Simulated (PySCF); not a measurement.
ammonia borane (H6BN), singlet, geometry from GFN2-xTB. Base run: CAMB3LYP/pcseg-1 in PySCF.

Here is a job for PySCF.
```python
from pyscf import gto, scf, dft

mol = gto.Mole()
mol.atom = '''
    B    -0.914919    0.112100   -0.016619
    N     0.730879   -0.089551    0.013276
    H    -1.313993   -0.641683   -0.847374
    H    -1.091550    1.255010   -0.299746
    H    -1.290050   -0.160526    1.079991
    H     0.933910   -1.052864    0.251240
    H     1.120083    0.534559    0.709573
    H     1.100043    0.131858   -0.903521
'''
mol.basis = 'pcseg-1'
mol.charge = 0
mol.spin = 0
mol.verbose = 4
mol.build()

mf = dft.RKS(mol)
mf.xc = 'camb3lyp'
mf.kernel()
mf.analyze()
```

The base run was repeated with changes; each row names its change, and settings that it needs were set with it.

```
change                                     ΔE vs base (µEh)  grid points  electrons on the grid
-----------------------------------------  ----------------  -----------  ---------------------
base                                                    0.0        86800               18.00002
grids.atom_grid = (30, 110)                            -6.9        19728               18.00013
grids.level = 1                                        -3.4        25136               18.00004
grids.prune = dft.gen_grid.treutler_prune               0.7        74200               18.00002
grids.level = 4                                         1.1       150232               18.00000
grids.prune = off                                      -0.1       135904               18.00002
grids.level = 2                                         0.1        54432               18.00002
grids.level = 7                                         1.1       472432               18.00000
grids.atom_grid = (150, 974)                            1.1       653488               18.00000
grids.atom_grid = (75, 302)                             0.0       116976               18.00002
grids.radi_method = gauss_chebyshev                     0.0        85216               18.00002
```
